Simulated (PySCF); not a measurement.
# Deuteron quadrupole couplings in `CC#CP(=S)(CC)CC`

C7H13PS.
Atom-mapped SMILES: `[CH3:1][C:2]#[C:3][P:4](=[S:5])([CH2:6][CH3:7])[CH2:8][CH3:9]` (hydrogens: H10, H11, H12 on C1; H13, H14 on C6; H15, H16, H17 on C7; H18, H19 on C8; H20, H21, H22 on C9)

Geometry (GFN2-xTB, Å), atoms numbered from 1 in this order:
```xyz
22
C7H13PS angstrom
C      3.372   -1.150    0.727
C      2.000   -0.710    0.702
C      0.863   -0.316    0.610
P     -0.830    0.152    0.786
S     -1.630   -0.369    2.475
C     -0.795    1.979    0.512
C     -0.083    2.422   -0.757
C     -1.632   -0.579   -0.711
C     -1.714   -2.090   -0.556
H      3.967   -0.573    0.018
H      3.425   -2.206    0.462
H      3.782   -1.016    1.728
H     -1.835    2.318    0.532
H     -0.301    2.390    1.399
H      0.916    1.991   -0.802
H     -0.634    2.114   -1.643
H      0.008    3.506   -0.773
H     -2.633   -0.141   -0.781
H     -1.059   -0.307   -1.601
H     -2.258   -2.340    0.355
H     -0.714   -2.517   -0.480
H     -2.224   -2.540   -1.405
```

Level: PBE0/pcSseg-1 (PySCF, non-relativistic); Q(2H) = 0.00286 b; rigid geometry, the same for H and D, with no vibrational averaging.

Question: Rank these positions by the coupling χzz of a deuteron there, largest first.
A. H18 (methylene hydrogen)
B. H11 (methyl hydrogen)
C. H22 (methyl hydrogen)

Answer: C (212 kHz), B (207 kHz), A (201 kHz).

Question: Give the electric field gradient Vzz (the principal value of largest size), its asymmetry and the 2H coupling at each hydrogen.

Answer: 
```
atom  bonded to  bond length (Å)  Vzz (au)     η  χzz (kHz)
 H10         C1            1.090    0.3071  0.03        206
 H11         C1            1.090    0.3073  0.03        207
 H12         C1            1.090    0.3070  0.02        206
 H13         C6            1.095    0.2991  0.02        201
 H14         C6            1.096    0.2959  0.02        199
 H15         C7            1.089    0.3082  0.02        207
 H16         C7            1.088    0.3143  0.03        211
 H17         C7            1.088    0.3140  0.02        211
 H18         C8            1.095    0.2995  0.03        201
 H19         C8            1.092    0.3051  0.01        205
 H20         C9            1.090    0.3024  0.03        203
 H21         C9            1.090    0.3081  0.04        207
 H22         C9            1.088    0.3150  0.03        212
```

Question: How does χzz go with the bond length over the 13 C–H bonds?

Answer: A straight-line fit has a slope of -13.2 kHz for each 0.01 Å, with a correlation coefficient of -0.90, over lengths from 1.088 to 1.096 Å. The longer bonds have the smaller couplings here.

The structure is a single GFN2-xTB conformer in the gas phase; no vibrational or solvent corrections. GFN2-xTB bond lengths can be off by several hundredths of an ångström, more for odd bonds, and the gradients follow them. The basis is small and wasn't made for field gradients, so the couplings can be 20 % off.
